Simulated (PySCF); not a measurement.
# Spinor energies of Hg+ (mercury, charge +1)

Start: [Xe] 4f14 5d9 6s1 6p1; 5d3/2 filled at m_j = -3/2, -1/2, +1/2, +3/2; 5d5/2 filled at m_j = -3/2, -1/2, +1/2, +3/2, +5/2; 6s1/2 filled at m_j = +1/2; 6p3/2 filled at m_j = +3/2. Calculated with PySCF 2.14 in x2c-SVPall-2c with one added diffuse shell each of s, p, d type (8s11p10d2f, 105 functions): generalised Hartree-Fock with the X2C-1e Hamiltonian and a Gaussian nucleus; spin-orbit coupling (SO) screened by Boettger's factors. This is a chosen level, not necessarily the ground level.

```json
{"spinor shell": "1s1/2", "electrons": "2", "ε, screened SO (eV)": "-83548.3", "weight of nominal j (screened SO)": "1.000", "rms radius, screened SO (bohr)": "0.0187"}
{"spinor shell": "2s1/2", "electrons": "2", "ε, screened SO (eV)": "-14970.5", "weight of nominal j (screened SO)": "1.000", "rms radius, screened SO (bohr)": "0.0756"}
{"spinor shell": "2p1/2", "electrons": "2", "ε, screened SO (eV)": "-14340.9", "weight of nominal j (screened SO)": "1.000", "rms radius, screened SO (bohr)": "0.0639"}
{"spinor shell": "2p3/2", "electrons": "4", "ε, screened SO (eV)": "-12387.3", "weight of nominal j (screened SO)": "1.000", "rms radius, screened SO (bohr)": "0.0720"}
{"spinor shell": "3s1/2", "electrons": "2", "ε, screened SO (eV)": "-3633.8", "weight of nominal j (screened SO)": "1.000", "rms radius, screened SO (bohr)": "0.193"}
{"spinor shell": "3p1/2", "electrons": "2", "ε, screened SO (eV)": "-3351.2", "weight of nominal j (screened SO)": "1.000", "rms radius, screened SO (bohr)": "0.184"}
{"spinor shell": "3p3/2", "electrons": "4", "ε, screened SO (eV)": "-2911.8", "weight of nominal j (screened SO)": "1.000", "rms radius, screened SO (bohr)": "0.201"}
{"spinor shell": "3d3/2", "electrons": "4", "ε, screened SO (eV)": "-2448.0", "weight of nominal j (screened SO)": "1.000", "rms radius, screened SO (bohr)": "0.177"}
{"spinor shell": "3d5/2", "electrons": "6", "ε, screened SO (eV)": "-2355.3", "weight of nominal j (screened SO)": "1.000", "rms radius, screened SO (bohr)": "0.180"}
{"spinor shell": "4s1/2", "electrons": "2", "ε, screened SO (eV)": "-848.70", "weight of nominal j (screened SO)": "1.000", "rms radius, screened SO (bohr)": "0.424"}
{"spinor shell": "4p1/2", "electrons": "2", "ε, screened SO (eV)": "-726.19", "weight of nominal j (screened SO)": "1.000", "rms radius, screened SO (bohr)": "0.429"}
{"spinor shell": "4d3/2", "electrons": "4", "ε, screened SO (eV)": "-418.11", "weight of nominal j (screened SO)": "1.000", "rms radius, screened SO (bohr)": "0.476"}
{"spinor shell": "4d5/2", "electrons": "6", "ε, screened SO (eV)": "-397.80", "weight of nominal j (screened SO)": "1.000", "rms radius, screened SO (bohr)": "0.486"}
{"spinor shell": "5s1/2", "electrons": "2", "ε, screened SO (eV)": "-153.93", "weight of nominal j (screened SO)": "1.000", "rms radius, screened SO (bohr)": "0.968"}
{"spinor shell": "4f5/2", "electrons": "6", "ε, screened SO (eV)": "-137.22", "weight of nominal j (screened SO)": "0.999", "rms radius, screened SO (bohr)": "0.526"}
{"spinor shell": "4f7/2", "electrons": "8", "ε, screened SO (eV)": "-133.00", "weight of nominal j (screened SO)": "0.999", "rms radius, screened SO (bohr)": "0.527"}
{"spinor shell": "5p1/2", "electrons": "2", "ε, screened SO (eV)": "-110.90", "weight of nominal j (screened SO)": "0.999", "rms radius, screened SO (bohr)": "1.09"}
{"spinor shell": "5p3/2", "electrons": "4", "ε, screened SO (eV)": "-91.809", "weight of nominal j (screened SO)": "0.999", "rms radius, screened SO (bohr)": "1.13"}
{"spinor shell": "5d3/2", "electrons": "4", "ε, screened SO (eV)": "-32.380", "weight of nominal j (screened SO)": "0.959", "rms radius, screened SO (bohr)": "1.49"}
{"spinor shell": "5d5/2", "electrons": "5", "ε, screened SO (eV)": "-29.841", "weight of nominal j (screened SO)": "0.967", "rms radius, screened SO (bohr)": "1.54"}
{"spinor shell": "6s1/2", "electrons": "1", "ε, screened SO (eV)": "-21.597", "weight of nominal j (screened SO)": "0.996", "rms radius, screened SO (bohr)": "2.65"}
{"spinor shell": "6p3/2", "electrons": "1", "ε, screened SO (eV)": "-12.210", "weight of nominal j (screened SO)": "1.000", "rms radius, screened SO (bohr)": "3.63"}
```

Problem. Where does 4p3/2 lie, and what is the 4p spin-orbit splitting (screened SO)?

Solution. At -618.79 eV, 107.39 eV above 4p1/2.

```tsv
quantity	screened SO
E (hartree)	-19637.71315
M_J	9/2
⟨J²⟩	24.767
⟨L²⟩	12.157
⟨S²⟩	3.901
```

Each row is a mean over spinors that exchange with the open shell spreads, by up to 5.246 eV (5p3/2).

Breit and QED terms are absent; they matter most for the inner s and p1/2 levels.

Densities and radii are taken from the X2C orbitals without a picture-change correction, which distorts them close to the nucleus.
